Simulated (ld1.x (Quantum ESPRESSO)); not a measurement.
# Before and after: TM potential for caesium

* Element: caesium
* Generator: ld1.x (Quantum ESPRESSO) 7.5
* Type: norm-conserving Troullier–Martins (Kleinman–Bylander form)
* Functional: PBE
* Relativity: scalar-relativistic
* Frozen core: [Xe]
* Valence charge: 1
* Reference configuration: 5d0 6s1 6p0
* Partial waves: 6s (bound): rc 4.20 bohr; 5d (bound, empty): rc 4.20 bohr; 6p (bound, empty): rc 3.45 bohr
* Local potential: the p channel
* Core correction: a·sin(br)/r model core, default radius (core density twice the valence density)

Change: wave 6p (bound): rc 3.45 bohr becomes 6p (bound): rc 5.18 bohr.

Cutoffs: the cutoffs (Ry, on a coarse ladder) from which the occupation-weighted sum of valence levels, in a spherical-Bessel basis at the reference potential, stays within 10 and 1 mRy of its value at 400 Ry; they do not see the model core or the augmentation charge, which bear on the density cutoff. Errors are all-electron minus pseudo energies relative to the spin-unpolarised reference configuration.

Problem. What does the change do?

Solution. Both files are so soft that the ladder of cutoffs tells neither apart; the bound ghost in s disappears; the number of tests that count goes from 3 to 4; of the 3 tests that both files solve, the error grows in 1 and shrinks in 0 by more than 15 % and 0.3 meV (median size 0.4 → 1.5 meV).

```tsv
quantity	base	changed
cutoff, loose	6 Ry	6 Ry
cutoff, tight	6 Ry	6 Ry
bound ghosts	s	none
tests counted (converged, no solver errors)	3 of 4	4 of 4
error for 5d0 6s0.5 6p0, meV [ΔE 1.47 eV]	+0.4	+1.5
error for 5d1 6s0 6p0, meV [ΔE 1.67 eV]	+3.1	+3.1
error for 5d0.5 6s0.5 6p0, meV [ΔE 0.84 eV]	+0.4	+0.4
```

Base: Tests not counted: 5d0 6s0 6p1 (solver errors, printed error -2.5 eV). A true bound ghost makes a file unfit for plane-wave use even where its test errors are small: the radial tests pick states by their node count and pass the ghost by. Where a test does run into it, the solver fails or the error is huge.
